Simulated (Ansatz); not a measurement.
Computed with Ansatz on PBE0-D4/def2-TZVP structures; ΔE is electronic, products minus reactants. CBS: MP2 limit from def2 TZ/QZ plus the TZ coupled-cluster correction, frozen cores. This one scheme is used for every species. Functionals use def2-TZVPP. HSE06 is defined as in plane-wave codes. One conformer a species, not always the lowest.

Consider the isomerisation: `[BH3-][N+]#CC` → `BCN=C`.

`[BH3-][N+]#CC`:

```xyz
10

B    -0.398   -1.842    0.886
N    -0.105   -0.483    0.233
C     0.113    0.528   -0.253
C     0.390    1.803   -0.868
H    -0.308   -1.659    2.080
H    -1.519   -2.140    0.537
H     0.446   -2.600    0.460
H     1.381    1.787   -1.324
H    -0.354    2.012   -1.639
H     0.355    2.593   -0.116
```

`BCN=C`:

Cartesian coordinates in Å:
```
B 1.058 0.588 1.190
C 0.064 0.613 -0.003
N 0.139 -0.499 -0.911
C -0.887 -1.209 -1.068
H 0.955 1.440 2.024
H 1.931 -0.223 1.268
H -0.963 0.842 0.335
H 0.391 1.525 -0.539
H -0.846 -2.069 -1.735
H -1.843 -1.009 -0.561
```

(1) Is it downhill or uphill in electronic energy at CCSD(T)/CBS, and by how much? (Best estimate.)

(2) What do these levels give: LDA (SPW92), BLYP-D4, r2SCAN-D4, HSE06-D4, CAM-B3LYP-D4, PBE, r2SCANh, CCSD/def2-SVP, HF/def2-TZVPP, MP2/def2-TZVPP, CCSD(T)/def2-TZVPP, MP2/def2-QZVPP? (Best estimate.)

Largest T1 diagnostic among the species: 0.013.

Answers

(1) Ansatz gave: Uphill: ΔE = +79.5 kJ/mol.

(2) Ansatz gave: LDA (SPW92) 104.4, BLYP-D4 94.7, r2SCAN-D4 92.2, HSE06-D4 83.7, CAM-B3LYP-D4 81.9, PBE 97.4, r2SCANh 88.6, CCSD/def2-SVP 86.7, HF/def2-TZVPP 57.4, MP2/def2-TZVPP 98.4, CCSD(T)/def2-TZVPP 83.5, MP2/def2-QZVPP 96.0 kJ/mol.

From PBE to PBE0 (25 % exact exchange), in def2-TZVPP and without D4, ΔE moves by −12.9 kJ/mol. In def2-TZVPP, CCSD(T) changes the Hartree–Fock value by +26.1 kJ/mol (the triples alone add +4.2 kJ/mol) and MP2 by +41.0 kJ/mol. At CCSD(T), def2-SVP lies +11.4 kJ/mol from the extrapolated value and def2-TZVPP +4.0 kJ/mol.
